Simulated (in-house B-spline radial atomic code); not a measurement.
Mg⁺. Computed with a B-spline radial atomic code. Model: non-relativistic spherical atom: semilocal Troullier-Martins pseudo-atom, one channel per l, against all electrons, high spin, G0W0 and RPA with empty states to l = 8, local potential for every l without a channel, a model core (radius 0 = none) keeps its share of the functional.

What the tables leave out is listed at the end.

The pseudopotential gives back the lowest level of each angular momentum of its own functional in the configuration it was made in; a second state of the same l is only approximately right. Exact exchange, RPA and GW see the smooth pseudo-orbitals and miss the exchange with the core, for which the functional's share stands in. The column with an uncorrelated core keeps all orbitals and exact exchange, and so separates missing core correlation from pseudisation. Only the three outermost levels and the lowest empty one were computed. RPA here is direct RPA, with no exchange kernel, and its energies carry an (l + 1/2)⁻⁴ tail. A hybrid on a potential with a model core restores only its own semilocal share of the core's exchange.

Command:
```bash
python run_psgw.py task.json out
```
Settings (lengths in bohr, energies in hartree):
```
Z                      12
electrons              11
configuration          [Ne] 3s1
generated_in           [Ne] 3s2
functional             pbe,pbe
core_shells            2
radius_factor          1
core_correction        False
ion_configuration      [He] 2s2 2p6
```

Time taken, with all properties: 34 s on 1 thread of Arm Neoverse N1, on a shared host.

Given: made with PBE; model core radius 0 bohr; local radius 0.99 bohr; mean-field start PBE.

Valence shells of the generating configuration: 2p, 3s.

Channel: s 2.555, p 0.714 (radii in bohr).

Computed: largest level miss in the spin-unpolarised generating configuration 0 eV; valence RPA correlation energy all-electron orbitals -0.36827 hartree; all-electron RPA polarisability, core included 21.037 bohr³; pseudo-atom RPA polarisability 20.951 bohr³; ionisation by mean-field all-electron 15.337 eV; ionisation by RPA all-electron 15.606 eV; ionisation by RPA pseudo minus all 0.376 eV.

| level | occupied | mean-field all-electron (eV) | mean-field pseudo minus all (eV) | G0W0 all-electron (eV) | G0W0 uncorrelated core minus all (eV) | G0W0 pseudo minus all (eV) | exchange self-energy all-electron (eV) | exchange self-energy pseudo (eV) |
| --- | --- | --- | --- | --- | --- | --- | --- | --- |
| 3s up | 1 | -11.899 | -0.005 | -15.573 | -0.036 | -0.276 | -10.421 | -9.9478 |
| 3s down (empty) | 0 | -9.8917 | 0.045 | -7.5916 | -0.035 | -0.289 | -1.7501 | -1.2636 |

Q: What is the valence RPA correlation energy pseudo?

A: -0.47528 hartree.

Q: What is the ionisation by mean-field pseudo minus all?

A: -0.028 eV.

Given: mean-field start PBE0.

Computed: valence RPA correlation energy all-electron orbitals -0.35057 hartree; valence RPA correlation energy pseudo -0.45772 hartree; all-electron RPA polarisability, core included 17.763 bohr³; pseudo-atom RPA polarisability 17.062 bohr³; ionisation by RPA all-electron 15.496 eV; ionisation by RPA pseudo minus all 0.386 eV.

| level | occupied | mean-field all-electron (eV) | mean-field pseudo minus all (eV) | G0W0 all-electron (eV) | G0W0 uncorrelated core minus all (eV) | G0W0 pseudo minus all (eV) | exchange self-energy all-electron (eV) | exchange self-energy pseudo (eV) |
| --- | --- | --- | --- | --- | --- | --- | --- | --- |
| 3s up | 1 | -12.708 | -0.108 | -15.559 | -0.031 | -0.32 | -10.296 | -10.064 |
| 3s down (empty) | 0 | -9.0449 | -0.078 | -7.5175 | -0.028 | -0.22 | -1.5139 | -1.1774 |

Q: What is the ionisation by mean-field pseudo minus all?

A: 0.118 eV.

Q: What is the ionisation by mean-field all-electron?

A: 15.232 eV.

Given: mean-field start Hartree-Fock.

Computed: valence RPA correlation energy all-electron orbitals -0.31007 hartree; valence RPA correlation energy pseudo -0.41576 hartree; pseudo-atom RPA polarisability 11.036 bohr³; ionisation by mean-field pseudo minus all 0.547 eV; ionisation by RPA all-electron 15.297 eV; ionisation by RPA pseudo minus all 0.417 eV.

| level | occupied | mean-field all-electron (eV) | mean-field pseudo minus all (eV) | G0W0 all-electron (eV) | G0W0 uncorrelated core minus all (eV) | G0W0 pseudo minus all (eV) | exchange self-energy all-electron (eV) | exchange self-energy pseudo (eV) |
| --- | --- | --- | --- | --- | --- | --- | --- | --- |
| 3s up | 1 | -14.738 | -0.569 | -15.424 | -0.021 | -0.418 | -9.8978 | -10.36 |
| 2p down | ? | ? | ? | ? | ? | ? | ? | ? |
| 2p up | 1 | -70.914 | 4.485 | -68.997 | -0.59 | 3.229 | -52.944 | -42.993 |
| 3s down (empty) | 0 | -6.4038 | -0.196 | -7.3431 | -0.011 | -0.106 | -0.82216 | -0.79581 |

Q: What belongs in the row 2p down?

A: occupied: 1; mean-field all-electron (eV): -70.743; mean-field pseudo minus all (eV): 4.557; G0W0 all-electron (eV): -68.846; G0W0 uncorrelated core minus all (eV): -0.586; G0W0 pseudo minus all (eV): 3.241; exchange self-energy all-electron (eV): -52.823; exchange self-energy pseudo (eV): -42.937.

Q: What is the all-electron RPA polarisability, core included?

A: 12.753 bohr³.

Q: What is the ionisation by mean-field all-electron?

A: 14.724 eV.

Among the listed levels the largest G0W0 shift of the pseudo-atom is +3.24 eV, for 2p down on the Hartree-Fock start, while leaving the core uncorrelated moves that level by -0.59 eV. So pseudisation and the lost core exchange, not the missing core correlation, make the error. Not in the tables (levels of low weight, unsolved or above zero; the highest and the empty levels are kept at any weight): on PBE the G0W0 levels 2p down (pseudo minus all +3.60 eV, weights 0.47 and 0.10), 2p up (pseudo minus all +3.61 eV, weights 0.42 and 0.10); on PBE0 the G0W0 levels 2p down (pseudo minus all +2.80 eV, weights 0.78 and 0.64), 2p up (pseudo minus all +2.77 eV, weights 0.76 and 0.64).
